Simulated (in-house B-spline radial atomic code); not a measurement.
**KLI/ALDAx excitations of Ag⁺**

Method: KLI/ALDAx. Computed with a B-spline radial code for spherical atoms: linear response of the closed shell [Kr] 4d10 with the adiabatic LDA exchange kernel on the exchange-only KLI potential; scalar-relativistic (spin-free one-electron X2C), finite nucleus, no spin-orbit coupling, no double excitations, S, P, D and F terms only; shells from n = 2 respond. Only terms of natural parity with L up to 3 were computed.

Command:
```bash
python run_td.py task.json out
```
Settings (radii: box in bohr, nucleus in fm):
```
Z                        47
electrons                46
configuration            [Kr] 4d10
hamiltonian              x2c
method                   kli
box_radius               41.61
rms_radius               4.5454
intervals                109
```

Run time, properties included: 4.5 s on 1 thread of Intel(R) Xeon(R) Platinum 8259CL CPU @ 2.50GHz (Skylake/Cascade Lake) (shared host).

The lowest states, in the order of their Tamm-Dancoff energies; the method's threshold (minus the highest occupied level) is 22.023 eV. Labels give the largest channel, * marks a mixed state, and oscillator strengths are full-response dipole values. Semilocal kernels can invert the small singlet-triplet splittings of Rydberg terms. Energies in eV:

```tsv
state	full response	Tamm-Dancoff	oscillator strength
4d → 5s 3D	4.911	4.948	-
4d → 5s 1D	5.675	5.706	-
4d → 5p 3P	10.249	10.292	-
4d → 5p 3F	10.490	10.508	-
4d → 5p 1F	10.835	10.837	-
4d → 5p 1P	11.449	11.535	0.619
4d → 6s 3D	15.350	15.353	-
4d → 6s 1D	15.461	15.465	-
4d → 5d 3S	15.814	15.834	-
4d → 5d 3D	16.161	16.165	-
4d → 5d 1D	16.295	16.301	-
4d → 6p 3P	16.808	16.815	-
4d → 6p 3F	?	?	-
4d → 6p 1F	?	?	-
4d → 5d 1S	16.893	16.981	-
4d → 6p 1P	17.051	17.068	0.0562
4d → 7s 3D	18.402	18.403	-
4d → 7s 1D	18.441	18.443	-
4d → 4f 3P	18.469	18.470	-
4d → 4f 3F	18.505	18.505	-
4d → 4f 1F	18.514	18.514	-
4d → 4f 1P	18.528	18.532	0.13
```

**Question.** Where does 4d → 6p 3F lie?

**Answer.** At 16.857 eV in full response, 16.860 eV in Tamm-Dancoff.

**Question.** Where does 4d → 6p 1F lie?

**Answer.** At 16.932 eV in full response, 16.933 eV in Tamm-Dancoff.

**Question.** How large is the singlet-triplet splitting of 4d → 5s (D terms) in Tamm-Dancoff?

**Answer.** 0.757 eV, from the unrounded values.

**Question.** What polarisabilities and dispersion coefficient does the method give?

**Answer.** Dipole 9.183 bohr³, quadrupole 54.23 bohr⁵, C6 54.03 hartree·bohr⁶ for two such species.
